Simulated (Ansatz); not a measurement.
Consider the hydrogenolysis of the In–O bond: `[SiH3][O][InH2]` + H₂ → `[InH3]` + `O[SiH3]`.

Program: Ansatz. Geometries: PBE0-D4/def2-TZVP. ΔE: electronic, gas phase. CCSD(T)/CBS is the MP2 limit (def2-TZVPP, def2-QZVPP) plus CCSD(T) − MP2 in def2-TZVPP, frozen cores. This one scheme is used for every species. Functionals use def2-TZVPP. def2 core potentials past Kr. For In outer-core shells are correlated without core-valence functions, which leaves a few kJ/mol of doubt a bond.

| level | ΔE (kcal/mol) |
| --- | --- |
| PBE-D4 | 10.1 |
| BLYP | 10.2 |
| BHLYP | 7.8 |
| CCSD/def2-TZVPP | 9.5 |

**Question.** What does CCSD(T)/CBS give? (An estimate is asked.)

**Answer.** Ansatz gave: +12.7 kcal/mol. The listed levels differ from it by -2.6, -2.5, -4.9, -3.2 kcal/mol.

Largest T1 diagnostic among the species: 0.015.

Leaving LDA and LC-ωPBE aside and taking each functional with its dispersion term where it has one, the values, not all of them listed here, spread over 3.9 kcal/mol, from PBE0-D4 to BLYP-D4. LDA lies −1.2 kcal/mol from PBE without D4. From PBE to PBE0 (25 % exact exchange), in def2-TZVPP and without D4, ΔE moves by −1.5 kcal/mol. At CCSD(T), def2-SVP lies −2.2 kcal/mol from the extrapolated value and def2-TZVPP −1.9 kcal/mol.
